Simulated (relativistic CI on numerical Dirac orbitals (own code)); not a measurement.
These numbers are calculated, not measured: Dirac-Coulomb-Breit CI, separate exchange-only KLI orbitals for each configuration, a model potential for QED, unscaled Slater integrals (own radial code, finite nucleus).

Configuration list (outside the closed core [Ne]): 3s²3p², 3s3p³, 3s²3p3d, 3p⁴, 3s3p²3d, 3p³3d, 3s3p3d², 3s²3p4s, 3s²3p4p, 3s²3d4p, 3p³4s, 3s²3p4d, 3p³4p, 3s3p²4s, 3s3p3d4s, 3s²3p4f, 3s3p²4p, 3s²3p5s, 3s²3p5p, 3s3p²4d, 3s²4s4p, 3p²3d4p, 3s²3p5d, 3s3p²4f, 3s²3p5f, 3s²3p5g, 3s3p4s², 3s²3p6s, 3s²3p6p, 3s²3d², 3s3d³, 3p²3d², 3p3d³, 3p3d²4s, 3p3d²4p, 3p3d²4d, 3s²3d4s, 3s3d²4s, 3s3p3d4p, 3s3d²4p, 3s3d4s4p, 3s3d4p², 3s3d4p4d, 3s²4s², 3s3d4s², 3p²3d4s, 3p3d4s², 3p3d4s4p, 3p3d4s4d, 3s²4p². Double excitations out of closed p, d and f shells are left out; levels of such configurations are missing from the list, as are those of other unlisted configurations, and high levels can miss mixing partners. These lack a partner that the ground configuration has and come out too high: 3s3p²4d, 3s3p²4f, 3s²3p4f, 3s²3p5s, 3s²3p5p.

At this charge configurations can still be misplaced by up to about 7 % of their energy.

Outline of the computed level scheme of Ti IX. Lowest level of each configuration: 3s²3p² ³P0 at 0.0000 eV; 3s3p³ ⁵S°2 at 17.5133 eV; 3s²3p3d ³F°2 at 38.6148 eV; 3p⁴ ³P2 at 53.2724 eV; 3s3p²3d ⁵F1 at 55.9129 eV.

Some strong electric-dipole decays among the lowest 45 levels: 3s²3p3d ¹F°3 → 3s²3p² ¹D2 (5.6e+10 s⁻¹); 3s²3p3d ³D°3 → 3s²3p² ³P2 (5.1e+10 s⁻¹); 3s²3p3d ¹P°1 → 3s²3p² ¹S0 (4.3e+10 s⁻¹); 3s3p²3d ⁵P3 → 3s3p³ ⁵S°2 (4.3e+10 s⁻¹); 3s²3p3d ¹D°2 → 3s²3p² ¹D2 (3.5e+10 s⁻¹); 3s²3p3d ³P°0 → 3s²3p² ³P1 (3.4e+10 s⁻¹); 3s²3p3d ³D°2 → 3s²3p² ³P1 (3.0e+10 s⁻¹); 3s²3p3d ³D°1 → 3s²3p² ³P1 (2.8e+10 s⁻¹).

LS names give the leading component of a level, which can be under half, so a name can repeat, a term be missing and a line seem to break the LS rules.
